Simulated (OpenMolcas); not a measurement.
## OpenMolcas run: neutral nitrogen

Input:

```
&GATEWAY
Coord
1

N 0.0 0.0 0.0
Basis=ANO-L-VTZP
Group=XYZ
NoMove
AngMom=0.0 0.0 0.0
AMFI
&SEWARD
&RASSCF
FileOrb=start.orb
Symmetry=2
Spin=4
nActEl=5 0 0
Inactive=1 0
Ras2=1 3
CIRoot=1 1 1
SDav=1
CIMx=300
Iter=120 100
PrWF=0.3
OrbListing=Nothing
MaxOrb=0
Atom
>>> COPY $Project.JobIph JOB001
&RASSCF
FileOrb=start.orb
Symmetry=2
Spin=2
nActEl=5 0 0
Inactive=1 0
Ras2=1 3
CIRoot=8 8 1
SDav=11
CIMx=300
Iter=120 100
PrWF=0.3
OrbListing=Nothing
MaxOrb=0
Atom
>>> COPY $Project.JobIph JOB002
&RASSCF
FileOrb=start.orb
Symmetry=1
Spin=4
nActEl=5 0 0
Inactive=1 0
Ras2=1 3
CIRoot=3 3 1
SDav=3
CIMx=300
Iter=120 100
PrWF=0.3
OrbListing=Nothing
MaxOrb=0
Atom
>>> COPY $Project.JobIph JOB003
&RASSI
NrOfJobIphs=3 1 8 3
1
1 2 3 4 5 6 7 8
1 2 3
IphNames
JOB001
JOB002
JOB003
EJob
SpinOrbit
DIPRint=1.0
SOCoupling=1000.0
Subsets=2
MEES
Property=10
'ANGMOM' 1 'ANGMOM' 2 'ANGMOM' 3 'MLTPL  1' 1 'MLTPL  1' 2 'MLTPL  1' 3
'AMFI' 1 'AMFI' 2 'AMFI' 3 'MLTPL  2' 6
SOProperty=3
'ANGMOM' 1 'ANGMOM' 2 'ANGMOM' 3
```

Launched by
```bash
OMP_NUM_THREADS=1 MOLCAS_MEM=1689 MOLCAS_PROJECT=a pymolcas a.inp > a.log  # once for each step of the input, in one work folder
```

A driver script runs the steps one by one and writes start.orb anew before each from the orbitals found so far.

Output, cut to the results:

```
--- SEWARD ---
Basis set label: N.ANO-L...4S3P2D1F.

      Electronic valence basis set:
      ------------------
      Associated Effective Charge   7.000000 au
      Associated Actual Charge      7.000000 au
      Nuclear Model: Point charge

      Shell  nPrim  nBasis  Cartesian Spherical Contaminant
         s      14       4        X
         p       9       3        X
         d       4       2                 X
         f       3       1                 X
                  Atomic mean-field integrals
--- RASSCF ---
Wave function specifications:
      -----------------------------

      Number of closed shell electrons           2
      Number of electrons in active shells       5
      Max number of holes in RAS1 space          0
      Max nr of electrons in RAS3 space          0
      Number of inactive orbitals                1
      Number of active orbitals                  4
      Number of secondary orbitals              25
      Spin quantum number                      1.5
      State symmetry                             2
Orbital specifications:
      -----------------------

      Symmetry species                           1   2
                                                ag  au
      Frozen orbitals                            0   0
      Inactive orbitals                          1   0
      Active orbitals                            1   3
      RAS1 orbitals                              0   0
      RAS2 orbitals                              1   3
      RAS3 orbitals                              0   0
      Secondary orbitals                        12  13
      Deleted orbitals                           0   0
      Number of basis functions                 14  16
      Number of CSFs                             1
      Number of root(s) required                 1
      Iter CI   SX   CI       RASSCF       Energy    max ROT     max BLB   max BLB  Level Ln srch  Step   QN
          iter iter root      energy       change     param      element    value   shift minimum  type update
 Nr of preliminary CI iterations:   1
 ###############################################################################
 ###############################################################################
 ###                                                                         ###
 ###                                                                         ###
 ###    WARNING: Problems in orbital optimization.                           ###
 ###                                                                         ###
 ###                                                                         ###
 ###############################################################################
 ###############################################################################
  Warning: In symmetry  1, orbital p=   2 has diagonal density matrix element D(p,p) close to two. (2 - D(p,p))=  0.000000E+00
        1   1    3    1   -54.40074777    0.00E+00  -2.27E-07    2   4 1 -6.39E-07   0.50   0.00    SX    NO
        ...
 ###############################################################################
 ###############################################################################
  Warning: In symmetry  1, orbital p=   2 has diagonal density matrix element D(p,p) close to two. (2 - D(p,p))=  0.000000E+00
        4   1    1    1   -54.40074777   -4.26E-14   0.00E+00    2   3 1 -4.45E-08   0.50   0.00    SX    NO
      Convergence after  4 iterations
        5   1    1    1   -54.40074777    3.55E-14   0.00E+00    2   3 1 -4.45E-08   0.50   0.00    SX    NO
      Natural orbitals and occupation numbers for root  1
      sym 1:   2.000000
      sym 2:   1.000000   1.000000   1.000000
::    RASSCF root number  1 Total energy:    -54.40074777
--- RASSCF ---
Wave function specifications:
      -----------------------------

      Number of closed shell electrons           2
      Number of electrons in active shells       5
      Max number of holes in RAS1 space          0
      Max nr of electrons in RAS3 space          0
      Number of inactive orbitals                1
      Number of active orbitals                  4
      Number of secondary orbitals              25
      Spin quantum number                      0.5
      State symmetry                             2
Orbital specifications:
      -----------------------

      Symmetry species                           1   2
                                                ag  au
...
--- RASSI ---
SPIN-FREE ENERGIES:
  (Shifted by EMIN (a.u.) =        -54.4007477729)

 SF State       Relative EMIN(au)   Rel lowest level(eV)    D:o, cm**(-1)      L_eff

     1             0.0000000000        0.0000000000              0.0000         0.0
     2             0.1050394489        2.8582690140          23053.4943         2.0
     3             0.1050394489        2.8582690140          23053.4943         2.0
     4             0.1050394489        2.8582690140          23053.4943         2.0
     5             0.1050394489        2.8582690140          23053.4943         2.0
     6             0.1050394489        2.8582690140          23053.4943         2.0
     7             0.1383790876        3.7654867998          30370.6992         1.0
     8             0.1383790876        3.7654867998          30370.6992         1.0
     9             0.1383790876        3.7654867998          30370.6992         1.0
    10             0.4129042530       11.2356971111          90622.0087         1.0
    11             0.4129042530       11.2356971111          90622.0087         1.0
    12             0.4129042530       11.2356971111          90622.0087         1.0
     Dipole printing threshold changed to   1.00000000E+00

++ Dipole transition strengths (spin-free states):
   -----------------------------------------------
     for osc. strength at least  1.00000000E+00

  ( Max oscillator strength is only   0.16783207339129386      )
--
Eigenvalues of complex Hamiltonian:
   -----------------------------------
  (Shifted by EMIN (a.u.) =        -54.4007477729)

 SO State       Relative EMIN(au)   Rel lowest level(eV)    D:o, cm**(-1)     J-value

     1            -0.0000007839        0.0000000000              0.0000         1.1
     2            -0.0000007839        0.0000000000              0.0000         1.3
     3            -0.0000007839        0.0000000000              0.0000         1.3
...
```

The J values that RASSI prints are effective ones from its own formula and need not be integers or half-integers; the table below assigns J from the states.

Levels above the lowest, from the spin-orbit matrix, grouped by J:

```csv
Configuration,Term,J,E (cm-1),Measured (cm-1),g,Term weight %
2s2 2p3,4S*,3/2,0.0,0.0,2.002,100
2s2 2p3,2D*,3/2,23053,19233,0.800,100
2s2 2p3,2D*,5/2,23054,19224,1.200,100
2s2 2p3,2P*,3/2,30371,28839,1.334,100
2s2 2p3,2P*,1/2,30373,28839,0.666,100
2s 2p4,4P,5/2,90586,88107,1.601,100
2s 2p4,4P,3/2,90647,88151,1.735,100
2s 2p4,4P,1/2,90683,88171,2.671,100
```

Against the 7 measured excited levels shown (NIST Handbook of Basic Atomic Spectroscopic Data) the mean absolute deviation is 2600 cm-1; the largest miss in energy is 2s2 2p3 2D* 5/2: computed 23054, measured 19224 cm-1 (+19.9 %).

Without dynamic correlation excited terms often stand tens of per cent too high (terms of higher spin than the ground term too low), and those without a measured partner can miss by more than the paired ones. Measured partners are found by configuration, term and J. A level has none where our copy of the source lacks it or the pairing is in doubt (some pairs that miss far off the trend of their configuration count as doubtful), and it then counts in no deviation. Levels of configurations outside the active space are missing. The first state left out of the spin-orbit step lies near 140000 cm-1 above the lowest spin-free state of the reference (among the parities and spins computed), and the list stops at four fifths of that energy or lower.

The term weight is that of the spin-free term in the level, not the purity of its configuration. * marks odd parity.
